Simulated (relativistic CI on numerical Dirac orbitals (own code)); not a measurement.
Mg²⁺: computed level list

These numbers are calculated, not measured: Dirac-Coulomb-Breit CI, KLI orbitals optimised for each configuration, model QED, valence Slater integrals scaled by 0.85, P86 correlation energy added to each configuration (own radial code, finite nucleus).

Configuration list (outside the closed core 1s2): 2s2.2p6, 2s2.2p5.3s, 2s2.2p5.3p, 2s2.2p5.3d, 2s2.2p5.4s, 2s2.2p5.4p, 2s2.2p5.4d, 2s2.2p5.4f, 2s2.2p5.5s, 2s2.2p5.5p, 2s2.2p5.5d, 2s2.2p5.5f, 2s2.2p5.5g, 2s2.2p4.3s2, 2s2.2p4.3s.3p, 2s.2p6.3s, 2s2.2p4.3p2, 2s2.2p4.3s.3d, 2s.2p6.3p. Levels of other configurations are missing.

| No. | Configuration | Term | J | E (cm⁻¹) | % | Next component (%) | Landé g | Lifetime (s) |
| --- | --- | --- | --- | --- | --- | --- | --- | --- |
| 1 | 2s2.2p6 | 1S | 0 | 0 | 100 |  |  |  |
| 2 | 2s2.2p5.3s | 3P° | 2 | 422937 | 100 |  | 1.501 | 1.40e-01 |
| 3 | 2s2.2p5.3s | 3P° | 1 | 424131 | 94 | 6 1P° | 1.470 | 1.68e-09 |
| 4 | 2s2.2p5.3s | 3P° | 0 | 425123 | 100 |  |  | 2.02e+01 |
| 5 | 2s2.2p5.3s | 1P° | 1 | 428431 | 94 | 6 3P° | 1.030 | 1.08e-10 |
| 6 | 2s2.2p5.3p | 3S | 1 | 465515 | 98 | 1 3P | 1.995 | 3.40e-09 |
| 7 | 2s2.2p5.3p | 3D | 3 | 471031 | 100 |  | 1.334 | 2.29e-09 |
| 8 | 2s2.2p5.3p | 3D | 2 | 471574 | 86 | 11 1D | 1.157 | 2.33e-09 |
| 9 | 2s2.2p5.3p | 3D | 1 | 472407 | 87 | 8 1P | 0.587 | 2.30e-09 |
| 10 | 2s2.2p5.3p | 1D | 2 | 473844 | 55 | 43 3P | 1.218 | 2.22e-09 |
| 11 | 2s2.2p5.3p | 1P | 1 | 474772 | 58 | 29 3P | 1.082 | 2.27e-09 |
| 12 | 2s2.2p5.3p | 3P | 2 | 475215 | 55 | 34 1D | 1.292 | 2.14e-09 |
| 13 | 2s2.2p5.3p | 3P | 0 | 475494 | 100 |  |  | 1.92e-09 |
| 14 | 2s2.2p5.3p | 3P | 1 | 475736 | 65 | 34 1P | 1.337 | 2.09e-09 |
| 15 | 2s2.2p5.3p | 1S | 0 | 494110 | 93 | 5 2s2.2p5.4p 1S |  | 8.21e-10 |
| 16 | 2s2.2p5.3d | 3P° | 0 | 526448 | 100 |  |  | 8.62e-10 |
| 17 | 2s2.2p5.3d | 3P° | 1 | 526687 | 97 | 2 3D° | 1.480 | 7.44e-10 |
| 18 | 2s2.2p5.3d | 3P° | 2 | 527208 | 91 | 5 3D° | 1.468 | 8.68e-10 |
| 19 | 2s2.2p5.3d | 3F° | 4 | 527812 | 100 |  | 1.250 | 8.70e-10 |
| 20 | 2s2.2p5.3d | 3F° | 3 | 528147 | 69 | 29 1F° | 1.063 | 8.78e-10 |
| 21 | 2s2.2p5.3d | 3F° | 2 | 528911 | 68 | 19 1D° | 0.793 | 8.69e-10 |
| 22 | 2s2.2p5.3d | 1F° | 3 | 529206 | 47 | 40 3D° | 1.145 | 8.92e-10 |
| 23 | 2s2.2p5.3d | 3D° | 1 | 530404 | 75 | 24 1P° | 0.629 | 9.82e-11 |
| 24 | 2s2.2p5.3d | 1D° | 2 | 530875 | 40 | 32 3F° | 0.941 | 8.74e-10 |
| 25 | 2s2.2p5.3d | 3D° | 3 | 531005 | 58 | 24 1F° | 1.210 | 8.81e-10 |
| 26 | 2s2.2p5.3d | 3D° | 2 | 531188 | 54 | 38 1D° | 1.132 | 8.78e-10 |
| 27 | 2s2.2p5.3d | 1P° | 1 | 532614 | 74 | 24 3D° | 0.891 | 3.50e-11 |
| 28 | 2s2.2p5.4s | 3P° | 2 | 542215 | 100 |  | 1.501 | 8.34e-10 |
| 29 | 2s2.2p5.4s | 3P° | 1 | 542955 | 67 | 33 1P° | 1.336 | 4.97e-10 |
| 30 | 2s2.2p5.4s | 3P° | 0 | 544406 | 100 |  |  | 8.36e-10 |
| 31 | 2s2.2p5.4s | 1P° | 1 | 545151 | 67 | 33 3P° | 1.164 | 3.26e-10 |
| 32 | 2s2.2p5.4p | 3S | 1 | 556938 | 93 | 5 3P | 1.960 | 2.99e-09 |
| 33 | 2s2.2p5.4p | 3D | 3 | 558343 | 100 |  | 1.334 | 3.54e-09 |
| 34 | 2s2.2p5.4p | 3D | 2 | 558676 | 70 | 23 1D | 1.151 | 3.47e-09 |
| 35 | 2s2.2p5.4p | 3D | 1 | 559134 | 40 | 40 1P | 0.901 | 3.38e-09 |
| 36 | 2s2.2p5.4p | 3P | 2 | 559409 | 66 | 33 1D | 1.333 | 3.42e-09 |
| 37 | 2s2.2p5.4p | 3D | 1 | 560786 | 60 | 29 1P | 0.754 | 3.41e-09 |
| 38 | 2s2.2p5.4p | 3P | 0 | 560797 | 99 | 1 1S |  | 3.42e-09 |
| 39 | 2s2.2p5.4p | 1D | 2 | 561153 | 44 | 30 3D | 1.183 | 3.43e-09 |
| 40 | 2s2.2p5.4p | 3P | 1 | 561191 | 64 | 29 1P | 1.386 | 3.35e-09 |
| 41 | 2s2.2p5.4p | 1S | 0 | 570204 | 85 | 11 2s2.2p5.5p 1S |  | 1.54e-09 |
| 42 | 2s2.2p5.4d | 3P° | 0 | 578142 | 100 |  |  | 4.46e-09 |
| 43 | 2s2.2p5.4d | 3P° | 1 | 578313 | 94 | 5 3D° | 1.446 | 2.51e-09 |
| 44 | 2s2.2p5.4d | 3P° | 2 | 578644 | 77 | 13 3D° | 1.411 | 4.53e-09 |
| 45 | 2s2.2p5.4d | 3F° | 4 | 578684 | 100 |  | 1.250 | 4.70e-09 |

Energies count from the lowest computed level; ° marks odd parity; lifetimes are radiative, by E1, M1, E2, M2, E3 decay to levels of this space only.

The mean weight of the leading LS term, summed over parents, in these 45 levels is 80 %, and that of the leading jj configuration (from the same eigenvectors) 78 %.

Correlation outside the listed configurations is missing or only estimated: errors of thousands of cm⁻¹ between configurations and terms are usual at this charge. Rates and lifetimes follow the computed energies and can be off by large factors. The fine structure of a lone outer electron comes out too small, for d and f at times inverted, and misplaced configurations move strength between like terms. 22 of the 33 excited levels that our extract of the measured tables holds in this range could be paired (the sources list more); they are missed by 3296 cm⁻¹ on average and 3918 at most, and levels without a partner can miss by more.

LS names give the leading component of a level, which can be under half, so a name can repeat, a term be missing and a line seem to break the LS rules.
